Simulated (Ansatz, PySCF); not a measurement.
Potential energy curve for SMILES SS. The S1–S3 bond (S1 also carries H; S3 carries H) is pulled apart rigidly from the PBE0/def2-TZVP optimised geometry.

RKS-PBE = Ansatz (a program for electronic structure) with restricted PBE/cc-pVDZ; UKS-PBE = unrestricted PBE/cc-pVDZ run with Ansatz; UKS-wB97X-V = unrestricted wB97X-V/cc-pVDZ (PySCF); UCCSD(T) = PySCF with CCSD(T) on UHF/cc-pVDZ, 10 core orbitals frozen.

Energies relative to the lowest point of each curve near equilibrium, in kJ/mol; the last columns give the difference from UCCSD(T):

```csv
R / Å,RKS-PBE,UKS-PBE,UKS-wB97X-V,UCCSD(T),RKS-PBE − UCCSD(T),UKS-PBE − UCCSD(T),UKS-wB97X-V − UCCSD(T)
1.65,328.1,328.1,323.6,351.7,-23.6,-23.6,-28.1
1.75,163.6,163.6,157.4,177.3,-13.7,-13.7,-19.9
1.83,83.8,83.8,77.5,92.0,-8.3,-8.3,-14.5
1.93,27.4,27.4,22.5,31.2,-3.8,-3.8,-8.7
2.01,6.2,6.2,3.5,7.8,-1.6,-1.6,-4.3
2.05,1.3,1.3,0.0,2.2,-0.9,-0.9,-2.2
2.13,0.0,0.0,2.1,0.0,0.0,0.0,2.1
2.15,1.1,1.1,4.1,0.9,0.2,0.2,3.2
2.23,9.8,9.8,16.9,9.2,0.6,0.6,7.8
2.40,42.8,42.8,60.1,41.6,1.2,1.2,18.5
2.52,71.8,71.8,97.2,72.2,-0.4,-0.4,24.9
2.79,138.8,138.8,177.6,141.3,-2.5,-2.5,36.3
3.08,201.9,198.5,219.9,190.3,11.7,8.3,29.6
3.38,253.5,236.7,239.6,209.6,43.9,27.1,30.0
3.68,291.7,257.9,249.3,216.3,75.4,41.6,33.0
4.05,323.8,269.4,255.0,219.4,104.5,50.0,35.7
4.50,347.2,274.8,258.0,—,—,—,—
5.07,362.6,277.1,259.6,—,—,—,—
5.49,368.3,277.7,260.1,—,—,—,—
6.15,372.2,278.0,260.4,—,—,—,—
7.24,373.5,278.2,260.6,—,—,—,—
```

RKS-PBE is furthest from UCCSD(T) at 4.05 (104.5 kJ/mol, above); its mean absolute difference over the points is 18.3 kJ/mol.

UKS-PBE is furthest from UCCSD(T) at 4.05 (50.0 kJ/mol, above); its mean absolute difference over the points is 11.5 kJ/mol.

UKS-wB97X-V is furthest from UCCSD(T) at 2.79 (36.3 kJ/mol, above); its mean absolute difference over the points is 18.7 kJ/mol.

Dashes: no converged value, or the column stops at the first point that the program doubted or that broke a chosen test of continuity, which isn't proof of a fault.

The restricted form behind RKS-PBE keeps the bonding electrons paired and can't separate into open-shell fragments. The unrestricted determinant behind UKS-PBE is spin-contaminated at 3.08 to 7.24 Å (<S²> up to 1.0, against 0.00 for a pure singlet). The unrestricted solution behind UKS-wB97X-V changes between 2.79 and 3.08 Å, which can leave a kink. The unrestricted determinant behind UKS-wB97X-V is spin-contaminated at 2.79 to 7.24 Å (<S²> up to 1.0, against 0.00 for a pure singlet). The unrestricted determinant behind UCCSD(T) is spin-contaminated at 2.40 to 7.24 Å (<S²> up to 1.0, against 0.00 for a pure singlet).
